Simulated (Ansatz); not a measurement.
Basis sets compared for (KH)4 cube (K4H4). Total charge 0; singlet. Geometry PBE0-D4/def2-SVP. Ansatz on 2 threads of Intel Xeon 6975P-C on a shared host; times are rough, and most runs start from earlier orbitals.

```xyz
8

K    -1.217    0.694   -1.837
K     2.246    0.402   -0.367
K    -0.333   -2.262    0.335
K    -0.695    1.166    1.870
H     0.321    2.179   -0.322
H     0.670   -1.123   -1.802
H    -2.164   -0.387    0.354
H     1.173   -0.669    1.770
```

Binding counts from free atoms (K doublet, H doublet) in the same basis, without a counterpoise term.

| level | functions | energy (Eh) | HOMO (eV) | LUMO (eV) | binding per atom (eV) | wall time |
| --- | --- | --- | --- | --- | --- | --- |
| PBE-D4/def2-SVP | 116 | -2400.8744 | -3.53 | -0.60 | 1.46 | 2 s |
| PBE0-D4/def2-SVP | 116 | -2401.0770 | -4.54 | -0.16 | 1.46 | 2.6 s |

Task: Estimate the rows for PBE-D4/def2-TZVP (with forces), PBE0-D4/def2-TZVP.

Result: 
| level | functions | energy (Eh) | HOMO (eV) | LUMO (eV) | binding per atom (eV) | wall time |
| --- | --- | --- | --- | --- | --- | --- |
| PBE-D4/def2-TZVP (with forces) | 156 | -2401.1951 | -3.60 | -0.60 | 1.47 | 3.2 s |
| PBE0-D4/def2-TZVP | 156 | -2401.3920 | -4.62 | -0.14 | 1.47 | 3.3 s |
